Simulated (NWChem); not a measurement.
System: silylphosphine (SiPH₅); SMILES [SiH3]P

Here is an NWChem input.

```
start job
memory heap 200 mb stack 900 mb global 1100 mb
geometry units angstroms noautosym nocenter noautoz
  Si    -0.000060     1.085727    -0.022074
  P      0.000061    -1.192147    -0.090963
  H     -1.210923     1.569291    -0.736735
  H      1.206478     1.569612    -0.743800
  H      0.003878     1.656547     1.352534
  H     -1.036736    -1.349928     0.874749
  H      1.042795    -1.349604     0.868390
end
basis spherical
  * library 6-31g*
end
dft
  xc pbe0
  iterations 150
end
property
  shielding 5 1 2 3 5 6
end
task dft property
```

All runs use the structure optimised with B3LYP/6-31G* (spherical d).

GIAO values for the isolated, static molecule; σ is the absolute isotropic shielding, δ = σ(reference) − σ with the isolated reference molecule computed at the same levels (1H: tetramethylsilane, 31P: phosphine, 29Si: tetramethylsilane).

Atoms are numbered as in the input.

Q: Predict the main results of this run. (PBE0/6-31G* (spherical d), GIAO.) Quantities: basis functions; δ Si1 (ppm); δ P2 (ppm); δ H3 (rotor mean) (ppm); δ H6 (ppm).

A: 
```yaml
number_of_basis_functions: 46
"δ Si1 (ppm)": -47.5
"δ P2 (ppm)": -29.4
"δ H3 (rotor mean) (ppm)": 4.26
"δ H6 (ppm)": 1.71
```
